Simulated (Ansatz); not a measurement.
System: SbCl₂, charge 0, doublet. SbCl2 (SMILES [Cl][Sb][Cl], doublet).
B3LYP-D3(BJ)/def2-TZVP minimum from Ansatz (a quantum-chemistry and plane-wave program):
```
Sb
Cl 1 2.3629
Cl 1 2.3629 2 98.97
```
Charge 0, spin multiplicity 2.

Wanted: atomisation energy (electronic, to ground-state atoms), in kJ/mol. Open shells are spin-unrestricted; no spin-orbit coupling. Cores are frozen in correlated methods (noble-gas shells, and filled d and f shells in the p block). Past Kr the def2 sets carry scalar-relativistic core potentials. CBS(X,Y): correlation extrapolated as X^-3, Hartree-Fock from the larger set. A bracket is a step between two methods taken in the basis named. Spin-orbit terms, left out, reach several kcal/mol for Br and I, and more for heavier atoms.

CCSD(T)/CBS(def2-TZVPP,def2-QZVPP) + [CCSDT(Q) - CCSD(T)]/def2-SVP (Ansatz) gives 625.1 kJ/mol.

Question: What does PBE/def2-TZVPD (Ansatz) give here, and how do the other levels compare?

Answer: PBE gives 665.0 kJ/mol, 39.9 kJ/mol above it. Differences of the others: r2SCAN/def2-TZVPD (Ansatz) 16.0; B3LYP/def2-TZVPD (Ansatz) -7.0; PBE0/def2-TZVPD (Ansatz) 3.5; wB97M-V/def2-TZVPD (Ansatz) 7.1; CCSD(T)/CBS(def2-TZVPP,def2-QZVPP) (Ansatz) -2.7 kJ/mol.
